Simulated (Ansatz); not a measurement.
Geometry optimisation, RKS PBE0/6-31G* in Ansatz.

The input (input.yaml):

```yaml
crystal:
  periodic: [false, false, false]
  atoms:
    - { symbol: "N", position_ang: [-0.6534, -2.0662, -0.036] }
    - { symbol: C, position_ang: [0.2422, -1.2863, 0.7974] }
    - { symbol: C, position_ang: [-0.63273, -0.39431, 1.73178] }
    - { symbol: C, position_ang: [-0.43964, -1.08116, 3.09033] }
    - { symbol: Si, position_ang: [-1.97936, -2.20636, 3.60211] }
    - { symbol: Si, position_ang: [1.05394, -2.04871, 2.34587] }
    - { symbol: H, position_ang: [-1.1917, -1.4661, -0.7276] }
    - { symbol: H, position_ang: [-0.2373, -2.7672, -0.5812] }
    - { symbol: H, position_ang: [0.99869, -0.73346, 0.19525] }
    - { symbol: H, position_ang: [-1.62954, -0.1916, 1.40823] }
    - { symbol: H, position_ang: [-0.16935, 0.6407, 1.80499] }
    - { symbol: H, position_ang: [-0.13699, -0.49048, 3.92019] }
    - { symbol: H, position_ang: [-1.62864, -3.12418, 4.78545] }
    - { symbol: H, position_ang: [-2.41963, -3.08494, 2.49451] }
    - { symbol: H, position_ang: [-3.07114, -1.31527, 3.99589] }
    - { symbol: H, position_ang: [1.0171, -3.52655, 2.46359] }
    - { symbol: H, position_ang: [2.34417, -1.40585, 2.74267] }
basis:
  gaussian: { orbitals: "6-31G*" }
hamiltonian:
  xc: pbe0
relax:
  f_tol: 0.015
  max_steps: 40
```

Command:

```bash
$ ansatz run input.yaml --threads 2 --pin off --max-ram 3072MiB --backend cpu --events-out ev --progress --plain --runs-dir out
```

Problem. Where does it end, and by what steps?

Solution. It converged. After 19 steps the energy has fallen by 0.576 eV; H15 moved furthest, 1.48 Å.

| step | energy less start (eV) | largest force component (eV/Å) | accepted |
| --- | --- | --- | --- |
| 0 | 0.0000 | 2.503 | yes |
| 1 | -0.4492 | 0.923 | yes |
| 2 | -0.5020 | 0.192 | yes |
| 3 | -0.5101 | 0.096 | yes |
| 4 | -0.5162 | 0.271 | yes |
| 5 | -0.5214 | 0.115 | yes |
| 6 | -0.5252 | 0.040 | yes |
| 7 | -0.5252 | 0.247 | yes |
| 8 | -0.5299 | 0.072 | yes |
| 9 | -0.5334 | 0.050 | yes |
| 10 | -0.5379 | 0.136 | yes |
| 11 | -0.5413 | 0.170 | yes |
| 12 | -0.5481 | 0.249 | yes |
| 13 | -0.5565 | 0.278 | yes |
| 14 | -0.5656 | 0.245 | yes |
| 15 | -0.5705 | 0.255 | yes |
| 16 | -0.5747 | 0.088 | yes |
| 17 | -0.5750 | 0.069 | yes |
| 18 | -0.5755 | 0.017 | yes |
| 19 | -0.5756 | 0.005 | yes |

```xyz
17
Properties=species:S:1:pos:R:3
N -0.941 -2.049 0.416
C 0.156 -1.165 0.795
C -0.378 -0.222 1.902
C -0.361 -1.192 3.127
Si -1.895 -2.291 3.258
Si 1.078 -2.028 2.224
H -1.644 -1.551 -0.127
H -0.620 -2.832 -0.146
H 0.665 -0.656 -0.035
H -1.358 0.221 1.670
H 0.329 0.604 2.058
H -0.169 -0.709 4.088
H -2.259 -2.385 4.711
H -1.707 -3.696 2.802
H -3.071 -1.687 2.566
H 1.242 -3.512 2.205
H 2.400 -1.398 2.522
```

Whether the end is a true minimum wasn't checked by a vibrational analysis.

Time of the run: 68 s on 2 threads of AMD EPYC 9R14 (Zen 4), on a shared host, peak memory 0.34 GiB.
